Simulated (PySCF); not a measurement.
W(NH)(S)(SH)2 (H3NS3W), SMILES [SH][W](=[NH])([SH])=[S], multiplicity 1. Atoms are numbered in the order given.

```xyz
8

W      0.0000    -0.1384    -0.0872
N     -0.5026    -1.4982    -1.0676
H     -0.3326    -2.3618    -1.5817
S      2.0967    -0.1560     0.3698
S     -0.5756     1.7102    -1.4276
H      0.0673     2.6271    -0.6604
S     -1.1417    -0.2279     1.9757
H     -2.2874    -0.7568     1.4797
```

The structure is a stationary point at B3LYP-D3(BJ)/def2-SVP. The spin state was assumed, not searched. The structure was generated by enumeration; whether it is a known compound was not checked. The def2 effective core potentials stand for the cores of W; spin–orbit coupling is left out. One conformer was computed; it need not be the lowest.

Level of theory: B3LYP/def2-TZVP in PySCF.

ESP charges are fitted to the potential on shells at 1.4 to 2.0 van der Waals radii. Atomic charges (e):

```
atom  Löwdin  Mulliken  ESP fit
----  ------  --------  -------
W1     -0.20      0.97     0.27
N2     -0.31     -0.54    -0.41
H3      0.16      0.25     0.33
S4      0.09     -0.30    -0.15
S5      0.08     -0.35    -0.20
H6      0.06      0.16     0.18
S7      0.07     -0.35    -0.21
H8      0.06      0.16     0.19
```
